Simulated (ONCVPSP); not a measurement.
What one change does to a pseudopotential (gold (Au), ONCV)

ONCVPSP 4.0.1 input, shortened (lines: element, Z, core and valence counts, functional; n l f; lmax; l rc ep ncon nbas qcut; lloc lpopt rc5 dvloc0; l nproj debl; icmod fcfact rcfact), PBE, scalar-relativistic:

```
  Au 79.00   11    3        4      upf
    1    0    2.00
    2    0    2.00
    2    1    6.00
    3    0    2.00
    3    1    6.00
    3    2   10.00
    4    0    2.00
    4    1    6.00
    4    2   10.00
    5    0    2.00
    5    1    6.00
    4    3   14.00
    5    2   10.00
    6    0    0.50
    3
    0    2.35    0.00    5    8    2.50
    1    2.10    0.02    4    8    4.20
    2    1.80    0.00    4    9    8.30
    3    0.70    0.00    4    8   23.20
    4    5    0.60    0.00
    0    3    2.60
    1    2    1.00
    2    2    1.20
    3    1    2.50
    3    4.75    1.25
```

Change: f: rc 0.96.

Cutoffs: the cutoffs (Ha) at which the residual kinetic energy of the hardest occupied pseudo-wave falls to 1 and 0.1 mHa per electron; they do not see the model core or the augmentation charge, which bear on the density cutoff. Errors are all-electron minus pseudo energies relative to the spin-unpolarised reference configuration.

Question: How do hardness, ghosts and transferability respond?

Answer: The potential gets softer (249 Ha and 308 Ha → 190 Ha and 209 Ha); both files keep a bound ghost (p, s); the errors of the 4 common tests hardly move. A larger radius leaves more room for a smooth pseudo-wave, so fewer plane waves are needed.

| quantity | base | changed |
| --- | --- | --- |
| cutoff, loose | 249 Ha | 190 Ha |
| cutoff, tight | 308 Ha | 209 Ha |
| loose cutoff by channel | s 10 Ha, d 21 Ha, f 249 Ha | s 10 Ha, d 21 Ha, f 190 Ha |
| bound ghosts | s, p | s, p |
| GHOST(+) flags under 300 eV | d at 192.0 eV, s at 243.0 eV | d at 192.0 eV, s at 243.0 eV |
| error for 4f14 5d10 6s1, meV [ΔE -3.77 eV] | +1.0 | +1.0 |
| error for 4f14 5d10 6s0, meV [ΔE 5.64 eV] | -1.9 | -1.9 |
| error for 4f14 5d9 6s0, meV [ΔE 26.84 eV] | +4.0 | +4.1 |
| error for 4f14 5d10 6s0 6p1, meV [ΔE 1.48 eV] | +0.1 | +0.1 |
| s: phases at 2.38 bohr within 0.05 rad from the reference energy up to (Ha; the scan ends near 5) | n/a | n/a |
| p: phases at 2.14 bohr within 0.05 rad from the reference energy up to (Ha; the scan ends near 5) | 4.8 | 4.8 |
| d: phases at 1.83 bohr within 0.05 rad from the reference energy up to (Ha; the scan ends near 5) | to the end of the scan | to the end of the scan |
| rms error of d²Exc/dni dnj with the model core, mHa | 8.26 | 7.38 |

 A true bound ghost makes a file unfit for plane-wave use even where its test errors are small: the radial tests pick states by their node count and pass the ghost by.
